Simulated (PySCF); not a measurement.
Correlation energy of Ge¹⁶⁺ (germanium, charge +16)

[Ne] 3s2 3p4, high-spin 3P determinant. Computed with PySCF 2.14 in an even-tempered Gaussian basis (17 s from 1.1 bohr⁻², ratio 2.5; 11 p from 1.4 bohr⁻², ratio 2.5; 5 d from 8.6 bohr⁻², ratio 2.7; 4 f from 13 bohr⁻², ratio 2.7), with no relativity, point nucleus. Frozen: 1s2; 14 electrons correlated; the 17 highest virtual orbitals of each spin left out.

```
  level  correlation energy (mhartree)
   CCSD                        -539.65
    (T)                          -2.71
CCSD(T)                        -542.36
```

Diagnostics: T1 = 0.0018, D1 = 0.0084, largest double amplitude 0.032.

Spin-orbit coupling is strong in this species (close to jj coupling), so the high-spin LS determinant is a model state, not a physical level.

Cost of the coupled-cluster step: of the order of 70 core-seconds, for 14 correlated electrons.

At this charge a non-relativistic calculation is a model, useful for the Z dependence of the correlation energy.

Spin-orbit coupling is strong in this species, so the high-spin LS determinant is a model state.
